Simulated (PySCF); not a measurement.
CH₄Be (SMILES [BeH][CH3]), singlet, geometry from GFN2-xTB (such geometries of metal compounds can be far from the true shape), with bond 5-3 at 1.4 times its length; PySCF with CASSCF(6,4)/cc-pVDZ.

PySCF was given this input:
```python
from pyscf import gto, scf, mcscf, mp
import numpy

mol = gto.Mole()
mol.atom = '''
    Be   -0.97968577   -0.51564552   -0.12476201
    H    -2.10477067   -1.10782007   -0.26804046
    C     0.53748935    0.28290089    0.06844874
    H     1.06574563    0.02784965    0.98952794
    H     0.44649040    1.80872670    0.09778372
    H     1.26034193    0.07237070   -0.72253415
'''
mol.basis = 'cc-pvdz'
mol.verbose = 4
mol.build()

mf = scf.RHF(mol)
mf.kernel()
mc = mcscf.CASSCF(mf, 4, 6)
mc.fix_spin_(ss=0.0)
noons, natorbs = mcscf.addons.make_natural_orbitals(mp.MP2(mf).run())
mc.kernel(natorbs)
occ = numpy.linalg.eigvalsh(mc.fcisolver.make_rdm1(mc.ci, mc.ncas, mc.nelecas))[::-1]
ss = mc.fcisolver.spin_square(mc.ci, mc.ncas, mc.nelecas)[0]
print('natural occupations', occ.round(4), ' <S^2>', round(ss, 4))
```

Problem. What does PySCF print? Leave out banner, timings and long lists.

Solution. 
```
PySCF version 2.14.0

[INPUT] verbose = 4
[INPUT] num. atoms = 6
[INPUT] num. electrons = 14
[INPUT] charge = 0
[INPUT] spin (= nelec alpha-beta = 2S) = 0
[INPUT] symmetry False subgroup None
[INPUT] Mole.unit = angstrom
[INPUT] Symbol           X                Y                Z      unit          X                Y                Z       unit  Magmom
[...]
nuclear repulsion = 21.7522695840958
number of shells = 22
number of NR pGTOs = 80
number of NR cGTOs = 48
basis = cc-pvdz
ecp = {}

******** <class 'pyscf.scf.hf.RHF'> ********
method = RHF
initial guess = minao
damping factor = 0
level_shift factor = 0
DIIS = <class 'pyscf.scf.diis.CDIIS'>
diis_start_cycle = 1
diis_space = 8
diis_damp = 0
SCF conv_tol = 1e-09
SCF conv_tol_grad = None
SCF max_cycles = 50
direct_scf = True
direct_scf_tol = 1e-13
Set gradient conv threshold to 3.16228e-05
Initial guess from minao.
init E= -54.5372224401129
[...]
cycle= 1 E= -54.7370644291875  delta_E= -0.2  |g|= 0.207  |ddm|= 1.75
[...]
cycle= 2 E= -54.7603229074026  delta_E= -0.0233  |g|= 0.0577  |ddm|= 0.282
[...]
cycle= 3 E= -54.7626170195386  delta_E= -0.00229  |g|= 0.00931  |ddm|= 0.117
[...]
cycle= 4 E= -54.7626675887455  delta_E= -5.06e-05  |g|= 0.00386  |ddm|= 0.0144
[...]
cycle= 5 E= -54.7626759963313  delta_E= -8.41e-06  |g|= 0.00084  |ddm|= 0.00678
[...]
cycle= 6 E= -54.762676739272  delta_E= -7.43e-07  |g|= 0.000167  |ddm|= 0.0024
[...]
cycle= 7 E= -54.7626767679278  delta_E= -2.87e-08  |g|= 3.74e-05  |ddm|= 0.000397
[...]
cycle= 8 E= -54.7626767694865  delta_E= -1.56e-09  |g|= 9.43e-06  |ddm|= 9.41e-05
[...]
cycle= 9 E= -54.7626767696  delta_E= -1.14e-10  |g|= 1.92e-06  |ddm|= 2.71e-05
[...]
Extra cycle  E= -54.7626767696033  delta_E= -3.3e-12  |g|= 8.75e-07  |ddm|= 3.25e-06
converged SCF energy = -54.7626767696033

******** <class 'pyscf.mp.mp2.RMP2'> ********
nocc = 7, nmo = 48
E(RMP2) = -54.9634992901743  E_corr = -0.200822520570918
E(SCS-RMP2) = -54.9722917391641  E_corr = -0.20961496956074
E_corr(same-spin) = -0.0361985251434939
E_corr(oppo-spin) = -0.164623995427424

******** <class 'pyscf.mcscf.mc1step.CASSCF'> ********
CAS (3e+3e, 4o), ncore = 4, nvir = 40
max_cycle_macro = 50
max_cycle_micro = 4
conv_tol = 1e-07
conv_tol_grad = None
orbital rotation max_stepsize = 0.02
orbital rotation threshold for CI restart = 0.01
augmented hessian ah_max_cycle = 30
augmented hessian ah_conv_tol = 1e-12
augmented hessian ah_linear dependence = 1e-14
augmented hessian ah_level shift = 1e-08
augmented hessian ah_start_tol = 2.5
augmented hessian ah_start_cycle = 3
augmented hessian ah_grad_trust_region = 3
kf_trust_region = 3
kf_interval = 4
ci_response_space = 4
ci_grad_trust_region = 3
with_dep4 0
natorb = False
canonicalization = True
sorting_mo_energy = False
ao2mo_level = 2
internal_rotation = False
******** <class 'pyscf.fci.addons.SpinPenaltyFCISolver'> ********
max. cycles = 50
conv_tol = 1e-08
davidson only = True
linear dependence = 1e-12
level shift = 0.001
max iter space = 12
nroots = 1
pspace_size = 400
spin = None
CASCI E = -54.7866487647438  S^2 = 0.0000000
Set conv_tol_grad to 0.000316228
macro iter   1 ( 21 JK    4 micro), CASSCF E = -54.7905104707997  dE = -3.86170606e-03  S^2 = 0.0000000
               |grad[o]|=0.0432  |grad[c]|=0.00839  |ddm|=0.0117  |maxRot[o]|=0.108
macro iter   2 ( 21 JK    4 micro), CASSCF E = -54.7909827182219  dE = -4.72247422e-04  S^2 = 0.0000000
               |grad[o]|=0.0202  |grad[c]|=0.00333  |ddm|=0.00238  |maxRot[o]|=0.0272
macro iter   3 ( 21 JK    4 micro), CASSCF E = -54.7910753701652  dE = -9.26519432e-05  S^2 = 0.0000000
               |grad[o]|=0.0116  |grad[c]|=0.00283  |ddm|=0.00112  |maxRot[o]|=0.00742
macro iter   4 ( 21 JK    4 micro), CASSCF E = -54.7911224235514  dE = -4.70533862e-05  S^2 = 0.0000000
               |grad[o]|=0.00874  |grad[c]|=0.00281  |ddm|=0.00089  |maxRot[o]|=0.00487
macro iter   5 ( 21 JK    4 micro), CASSCF E = -54.7911489990188  dE = -2.65754675e-05  S^2 = 0.0000000
               |grad[o]|=0.00687  |grad[c]|=0.00278  |ddm|=0.000752  |maxRot[o]|=0.00346
macro iter   6 ( 21 JK    4 micro), CASSCF E = -54.7911648507333  dE = -1.58517145e-05  S^2 = 0.0000000
               |grad[o]|=0.00557  |grad[c]|=0.00277  |ddm|=0.000655  |maxRot[o]|=0.00259
macro iter   7 ( 21 JK    4 micro), CASSCF E = -54.7911745695096  dE = -9.71877634e-06  S^2 = 0.0000000
               |grad[o]|=0.00467  |grad[c]|=0.00276  |ddm|=0.000581  |maxRot[o]|=0.00199
macro iter   8 ( 21 JK    4 micro), CASSCF E = -54.7911806249978  dE = -6.05548818e-06  S^2 = 0.0000000
               |grad[o]|=0.00406  |grad[c]|=0.00275  |ddm|=0.000524  |maxRot[o]|=0.00154
macro iter   9 ( 21 JK    4 micro), CASSCF E = -54.7911844387022  dE = -3.81370441e-06  S^2 = 0.0000000
               |grad[o]|=0.00367  |grad[c]|=0.00274  |ddm|=0.000479  |maxRot[o]|=0.00121
macro iter  10 ( 21 JK    4 micro), CASSCF E = -54.7911868600276  dE = -2.42132538e-06  S^2 = 0.0000000
               |grad[o]|=0.00344  |grad[c]|=0.00274  |ddm|=0.000444  |maxRot[o]|=0.000951
macro iter  11 ( 21 JK    4 micro), CASSCF E = -54.7911884079206  dE = -1.54789296e-06  S^2 = 0.0000000
               |grad[o]|=0.00332  |grad[c]|=0.00274  |ddm|=0.000416  |maxRot[o]|=0.000751
macro iter  12 ( 21 JK    4 micro), CASSCF E = -54.7911894039096  dE = -9.95989048e-07  S^2 = 0.0000000
               |grad[o]|=0.00326  |grad[c]|=0.00274  |ddm|=0.000394  |maxRot[o]|=0.000594
macro iter  13 ( 21 JK    4 micro), CASSCF E = -54.7911900491021  dE = -6.45192436e-07  S^2 = 0.0000000
               |grad[o]|=0.00324  |grad[c]|=0.00274  |ddm|=0.000377  |maxRot[o]|=0.000471
macro iter  14 ( 21 JK    4 micro), CASSCF E = -54.7911904701596  dE = -4.21057557e-07  S^2 = 0.0000000
               |grad[o]|=0.00324  |grad[c]|=0.00274  |ddm|=0.000364  |maxRot[o]|=0.000374
macro iter  15 ( 21 JK    4 micro), CASSCF E = -54.7911907472538  dE = -2.77094195e-07  S^2 = 0.0000000
               |grad[o]|=0.00325  |grad[c]|=0.00274  |ddm|=0.000353  |maxRot[o]|=0.000321
[...]
macro iter  22 ( 11 JK    2 micro), CASSCF E = -54.7912115822345  dE = -2.24478995e-08  S^2 = 0.0000000
               |grad[o]|=0.000984  |grad[c]|=0.000293  |ddm|=3.88e-05  |maxRot[o]|=6.41e-05
macro iter  23 ( 25 JK    4 micro), CASSCF E = -54.7912171667554  dE = -5.58452087e-06  S^2 = 0.0000000
               |grad[o]|=0.000967  |grad[c]|=0.000454  |ddm|=8.8e-05  |maxRot[o]|=0.0209
macro iter  24 ( 11 JK    2 micro), CASSCF E = -54.7912171851940  dE = -1.84386337e-08  S^2 = 0.0000000
               |grad[o]|=0.000952  |grad[c]|=0.000271  |ddm|=3.19e-05  |maxRot[o]|=3.06e-05
macro iter  25 ( 25 JK    4 micro), CASSCF E = -54.7912226170727  dE = -5.43187873e-06  S^2 = 0.0000000
               |grad[o]|=0.000937  |grad[c]|=0.000406  |ddm|=8.56e-05  |maxRot[o]|=0.0194
macro iter  26 ( 11 JK    2 micro), CASSCF E = -54.7912226351339  dE = -1.80611863e-08  S^2 = 0.0000000
               |grad[o]|=0.000922  |grad[c]|=0.000261  |ddm|=3.08e-05  |maxRot[o]|=2.95e-05
macro iter  27 ( 25 JK    4 micro), CASSCF E = -54.7912280874459  dE = -5.45231202e-06  S^2 = 0.0000000
               |grad[o]|=0.000908  |grad[c]|=0.00039  |ddm|=8.75e-05  |maxRot[o]|=0.0187
macro iter  28 ( 11 JK    2 micro), CASSCF E = -54.7912281052641  dE = -1.78181807e-08  S^2 = 0.0000000
               |grad[o]|=0.000893  |grad[c]|=0.000255  |ddm|=2.99e-05  |maxRot[o]|=2.92e-05
macro iter  29 ( 25 JK    4 micro), CASSCF E = -54.7912336593547  dE = -5.55409056e-06  S^2 = 0.0000000
               |grad[o]|=0.000879  |grad[c]|=0.000388  |ddm|=9.11e-05  |maxRot[o]|=0.0183
macro iter  30 ( 11 JK    2 micro), CASSCF E = -54.7912336771542  dE = -1.77995574e-08  S^2 = 0.0000000
               |grad[o]|=0.000865  |grad[c]|=0.000251  |ddm|=2.92e-05  |maxRot[o]|=2.93e-05
macro iter  31 ( 25 JK    4 micro), CASSCF E = -54.7912393766408  dE = -5.69948654e-06  S^2 = 0.0000000
               |grad[o]|=0.000851  |grad[c]|=0.000394  |ddm|=9.57e-05  |maxRot[o]|=0.0182
macro iter  32 ( 21 JK    4 micro), CASSCF E = -54.7912394113836  dE = -3.47428184e-08  S^2 = 0.0000000
               |grad[o]|=0.000837  |grad[c]|=0.000396  |ddm|=8.4e-05  |maxRot[o]|=0.00105
macro iter  33 ( 25 JK    4 micro), CASSCF E = -54.7912452578364  dE = -5.84645277e-06  S^2 = 0.0000000
               |grad[o]|=0.000811  |grad[c]|=0.000402  |ddm|=0.000103  |maxRot[o]|=0.0181
macro iter  34 ( 21 JK    4 micro), CASSCF E = -54.7912452993483  dE = -4.15119032e-08  S^2 = 0.0000000
               |grad[o]|=0.000796  |grad[c]|=0.000402  |ddm|=8.64e-05  |maxRot[o]|=0.000434
macro iter  35 ( 25 JK    4 micro), CASSCF E = -54.7912513023987  dE = -6.00305045e-06  S^2 = 0.0000000
               |grad[o]|=0.00077  |grad[c]|=0.000413  |ddm|=0.000108  |maxRot[o]|=0.018
macro iter  36 ( 11 JK    2 micro), CASSCF E = -54.7912513176445  dE = -1.52458242e-08  S^2 = 0.0000000
               |grad[o]|=0.000756  |grad[c]|=0.000242  |ddm|=2.65e-05  |maxRot[o]|=9.93e-05
macro iter  37 ( 25 JK    4 micro), CASSCF E = -54.7912574761173  dE = -6.15847272e-06  S^2 = 0.0000000
               |grad[o]|=0.000744  |grad[c]|=0.000425  |ddm|=0.00011  |maxRot[o]|=0.018
macro iter  38 ( 21 JK    4 micro), CASSCF E = -54.7912575204876  dE = -4.43703740e-08  S^2 = 0.0000000
               |grad[o]|=0.00073  |grad[c]|=0.000415  |ddm|=9.06e-05  |maxRot[o]|=0.00142
macro iter  39 ( 25 JK    4 micro), CASSCF E = -54.7912638152258  dE = -6.29473819e-06  S^2 = 0.0000000
               |grad[o]|=0.000705  |grad[c]|=0.000437  |ddm|=0.000117  |maxRot[o]|=0.018
macro iter  40 ( 21 JK    4 micro), CASSCF E = -54.7912638501457  dE = -3.49199212e-08  S^2 = 0.0000000
               |grad[o]|=0.000692  |grad[c]|=0.000422  |ddm|=9.27e-05  |maxRot[o]|=0.000575
macro iter  41 ( 25 JK    4 micro), CASSCF E = -54.7912702938771  dE = -6.44373132e-06  S^2 = 0.0000000
               |grad[o]|=0.000669  |grad[c]|=0.000451  |ddm|=0.000121  |maxRot[o]|=0.018
macro iter  42 ( 12 JK    3 micro), CASSCF E = -54.7912870806036  dE = -1.67867266e-05  S^2 = 0.0000000
               |grad[o]|=0.000657  |grad[c]|=0.00128  |ddm|=0.000287  |maxRot[o]|=0.045
macro iter  43 ( 21 JK    4 micro), CASSCF E = -54.7912870204461  dE =  6.01575749e-08  S^2 = 0.0000000
               |grad[o]|=0.00058  |grad[c]|=0.00135  |ddm|=0.000284  |maxRot[o]|=0.00158
macro iter  44 ( 25 JK    4 micro), CASSCF E = -54.7912996079500  dE = -1.25875039e-05  S^2 = 0.0000000
               |grad[o]|=0.000611  |grad[c]|=0.000232  |ddm|=6.38e-05  |maxRot[o]|=0.0329
macro iter  45 ( 21 JK    4 micro), CASSCF E = -54.7913035384530  dE = -3.93050308e-06  S^2 = 0.0000000
               |grad[o]|=0.000593  |grad[c]|=0.000795  |ddm|=0.000169  |maxRot[o]|=0.0276
macro iter  46 ( 21 JK    4 micro), CASSCF E = -54.7913034218379  dE =  1.16615141e-07  S^2 = 0.0000000
               |grad[o]|=0.000575  |grad[c]|=0.0019  |ddm|=0.000412  |maxRot[o]|=0.00219
macro iter  47 ( 25 JK    4 micro), CASSCF E = -54.7913173255641  dE = -1.39037262e-05  S^2 = 0.0000000
               |grad[o]|=0.000643  |grad[c]|=0.000243  |ddm|=6.27e-05  |maxRot[o]|=0.0352
macro iter  48 ( 21 JK    4 micro), CASSCF E = -54.7913269862065  dE = -9.66064236e-06  S^2 = 0.0000000
               |grad[o]|=0.000625  |grad[c]|=0.000377  |ddm|=8.25e-05  |maxRot[o]|=0.034
macro iter  49 ( 21 JK    4 micro), CASSCF E = -54.7913268115954  dE =  1.74611081e-07  S^2 = 0.0000000
               |grad[o]|=0.000609  |grad[c]|=0.00219  |ddm|=0.000449  |maxRot[o]|=0.00241
macro iter  50 ( 25 JK    4 micro), CASSCF E = -54.7913357541626  dE = -8.94256717e-06  S^2 = 0.0000000
               |grad[o]|=0.00068  |grad[c]|=0.00034  |ddm|=9.46e-05  |maxRot[o]|=0.022
1-step CASSCF not converged,  50 macro (1011 JK 181 micro) steps
CASSCF canonicalization
Density matrix diagonal elements [1.99987896 1.997976   1.93655932 0.06558572]
CASSCF energy = -54.7913357541626
CASCI E = -54.7913357541626  E(CI) = -9.06595712399751  S^2 = 0.0000000
natural occupations [1.9999 1.9996 1.935  0.0655]  <S^2> 0.0
```

The run did not converge; its last values are not results.
